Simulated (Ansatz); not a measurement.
Cost and result up the ladder for the cluster Cu3H4 (7 atoms). Charge 0, multiplicity 2. Geometry: PBE-D4/def2-SVP.

```csv
atom,x (Å),y (Å),z (Å)
Cu1,0.440,1.291,0.713
Cu2,1.422,-0.209,-0.723
Cu3,-0.863,-0.651,-0.093
H4,-1.053,0.693,0.912
H5,-2.329,-0.924,0.306
H6,0.403,-1.383,-1.112
H7,1.979,1.181,-0.003
```

Ansatz on 4 threads of Arm Neoverse V1 on a shared host. Times are rough, and most runs start from the orbitals of an earlier one. ωB97M-V/def2-TZVP serves as the yardstick here, not as an exact answer. Differences are given only for rows in sets of like size (and for xTB, whose basis is part of the method), since another set adds its own error. Binding counts from free atoms at the same level (Cu doublet, H doublet; other spins of the atoms weren't run), without zero-point energy or a counterpoise term.

HSE06 is defined as in plane-wave codes, on full-range PBE exchange. Correlated methods freeze 27 core orbitals. The rows differ in basis, and correlated rows in double-zeta sets carry the largest basis error. In CCSD on the charge 0 doublet the largest single amplitude is 0.24, so its Hartree–Fock determinant may place the open shell otherwise than the density functionals do. The structure comes from a short search, and lower isomers may exist.

Run but left out: HF/STO-3G (⟨S²⟩ 4.64, where a pure state has 0.75); MP2/def2-TZVP (a determinant that CCSD turns far, T1 0.066).

Correlated methods converge slowly with the basis, most of all in double-zeta sets.

```csv
level,functions,binding energy per atom (eV),difference from ωB97M-V/def2-TZVP (eV),remarks
PBE0-D4/def2-TZVP,159,1.87,-0.08,–
PBE-D4/def2-SVP,113,2.19,–,–
LDA (SPW92)/def2-TZVP (with forces),159,2.36,0.41,–
PBE0-D4/def2-SVP,113,2.02,–,–
B97M-V/def2-TZVP,159,2.01,0.06,–
ωB97M-V/def2-TZVP,159,1.95,0.00,–
PBE0-D4/def2-TZVPD,180,1.88,-0.07,–
HSE06-D4/def2-TZVP,159,1.86,-0.09,–
r2SCAN-D4/def2-TZVPD,180,2.08,0.13,–
CCSD(T)/def2-SVP,113,1.86,–,large T1 (0.066)
PBE-D4/def2-TZVP,159,1.99,0.03,–
r2SCAN-D4/def2-TZVP,159,2.07,0.12,–
PBE-D4/def2-TZVPD,180,2.00,0.05,–
```

(1) Estimate how long each takes.

Results:

(1) LDA (SPW92)/def2-TZVP (with forces) 2.4 s; PBE-D4/def2-SVP 2.7 s; PBE-D4/def2-TZVP 3.6 s; PBE0-D4/def2-SVP 4 s; PBE-D4/def2-TZVPD 5.5 s; HSE06-D4/def2-TZVP 6 s; PBE0-D4/def2-TZVP 6.5 s; PBE0-D4/def2-TZVPD 7.5 s; r2SCAN-D4/def2-TZVP 9 s; r2SCAN-D4/def2-TZVPD 13 s; B97M-V/def2-TZVP 14 s; ωB97M-V/def2-TZVP 19 s; CCSD(T)/def2-SVP 33 s. On shared hardware such times vary by a factor of up to 3.
